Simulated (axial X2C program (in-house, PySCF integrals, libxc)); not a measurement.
Worked dissociation energy of GaS⁻: CCSD, 2c

All values were computed with an in-house all-electron X2C program for linear molecules (integrals from PySCF). Two-component (2c) means X2C with spin–orbit coupling and atomic mean-field two-electron Coulomb and Gaunt terms. Basis: Ga dyall-acv3z [10s10p8d5f1g], S dyall-av3z [9s8p3d2f] (cores contracted in-house); Gaussian nuclei, density fitting, unrestricted open shells. Masses: Ga 68.926 u, S 31.972 u.

Molecular state: Ω = 0 (closed shell).

Correlated methods: 10 electrons correlated (number of frozen shells: Ga 3 s, 2 p, 1 d; S 2 s, 1 p), 290 virtual spin orbitals or spinors in MP2, 90 natural virtuals in coupled cluster.

```
E(Ga) (2M_J = 1) : -1941.678376 hartree
E(S-) (2M_J = 1) : -398.749075 hartree
E(GaS⁻) at Re    : -2340.574435 hartree
ωe               : 451.1 cm⁻¹
ωexe             : 1.33 cm⁻¹
```

(1) Work out De and D0.

One determinant describes the state; a PBE0 search over occupations chose it and may have missed a lower one. The closed shell is kept restricted, so the energy runs too high when the bond is stretched far. De is counted from the lowest determinant-based energies of the atoms at the same level, without counterpoise correction. CCSD ran in a truncated set of natural virtual spinors with an MP2 remainder; without triples it tends to underbind. With the outer-core shells frozen, correlated bond lengths of heavy atoms tend to come out a few hundredths of an ångström too long.

Each atomic determinant is the lowest at this level and need not be a pure J level. Totals compare only within one Hamiltonian and basis.

Results:

(1) De = -1941.678376 + (-398.749075) − (-2340.574435) = 0.14698 hartree = 4.000 eV. The zero-point energy is ωe/2 − ωexe/4 = 225 cm⁻¹ = 0.028 eV, so D0 = 3.972 eV.
